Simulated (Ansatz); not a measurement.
Geometry optimisation, RKS B3LYP-D4/def2-mTZVP (Ansatz 0.2.0).

input.yaml

```yaml
crystal:
  periodic: [false, false, false]
  atoms:
    - { symbol: Ge, position_ang: [-0.3091, -0.845, 0.1496] }
    - { symbol: C, position_ang: [0.4373, 0.8967, 1.4046] }
    - { symbol: H, position_ang: [0.5853, -2.0268, 0.3986] }
    - { symbol: H, position_ang: [-1.6956, -1.249, 0.8027] }
    - { symbol: C, position_ang: [-0.7388, -0.2176, -1.6719] }
    - { symbol: H, position_ang: [1.2085, 0.3393, 0.3634] }
    - { symbol: H, position_ang: [1.5135, -0.2124, -0.3823] }
    - { symbol: H, position_ang: [0.524, 1.833, 0.8519] }
    - { symbol: H, position_ang: [-0.3624, 1.0868, 2.1337] }
    - { symbol: H, position_ang: [1.3177, 0.7042, 2.0174] }
    - { symbol: H, position_ang: [-0.1997, 0.6914, -1.9158] }
    - { symbol: H, position_ang: [-1.8054, -0.0283, -1.7459] }
    - { symbol: H, position_ang: [-0.4753, -0.9724, -2.4061] }
basis:
  gaussian: { orbitals: def2-mTZVP }
hamiltonian:
  xc: b3lyp
  dispersion: d4
relax:
  f_tol: 0.15
  max_steps: 25
  restrain:
    - { distance: [0, 6], at: 1.51, k: 30.0 }
    - { distance: [5, 1], at: 1.07, k: 30.0 }
    - { distance: [0, 1], at: 3.26, k: 30.0 }
    - { distance: [5, 6], at: 1.92, k: 30.0 }
output:
  orbitals: {}
```

Run as:

```bash
$ ansatz run input.yaml --threads 2 --pin off --max-ram 3072MiB --backend cpu --events-out ev --progress --plain --runs-dir out
```

Q: Where does it end, and by what steps?

A: The run converged. The restraints hold the end off the free minimum. After 19 steps the energy has fallen by 3.426 eV (the restraints' own energy left out); H3 moved furthest, 1.46 Å. Parted: Ge1–C2. Joined: Ge1–H7, C2–H6.

| step | energy less start (eV) | largest force component (eV/Å) | accepted |
| --- | --- | --- | --- |
| 0 | 0.0000 | 3.334 | yes |
| 1 | 1.4541 | 1.988 | yes |
| 2 | 1.6817 | 2.808 | yes |
| 3 | 0.7704 | 2.671 | yes |
| 4 | -0.8754 | 1.316 | yes |
| 5 | -1.8336 | 0.868 | yes |
| 6 | -2.4149 | 0.705 | yes |
| 7 | -2.7999 | 0.835 | yes |
| 8 | -3.0504 | 1.041 | yes |
| 9 | -3.2098 | 1.162 | yes |
| 10 | -3.2960 | 1.102 | yes |
| 11 | -3.3451 | 0.743 | yes |
| 12 | -3.3716 | 0.609 | yes |
| 13 | -3.3844 | 0.697 | yes |
| 14 | -3.3989 | 0.659 | yes |
| 15 | -3.4189 | 0.476 | yes |
| 16 | -3.4196 | 0.399 | no |
| 17 | -3.4219 | 0.523 | yes |
| 18 | -3.4247 | 0.479 | yes |
| 19 | -3.4262 | 0.484 | yes |

```xyz
13
Properties=species:S:1:pos:R:3
Ge -0.021 -1.403 -0.167
C 0.660 1.426 1.332
H -0.067 -2.890 -0.584
H -0.782 -1.264 1.164
C -0.843 -0.303 -1.580
H 1.268 0.820 0.678
H 1.428 -0.997 0.051
H 1.046 2.447 1.354
H -0.375 1.444 0.989
H 0.694 1.005 2.340
H -0.807 0.756 -1.329
H -1.886 -0.588 -1.725
H -0.316 -0.451 -2.522
```

Time of the run: 97 s on 2 threads of Arm Neoverse N1, with other jobs on the host, peak memory 0.24 GiB.
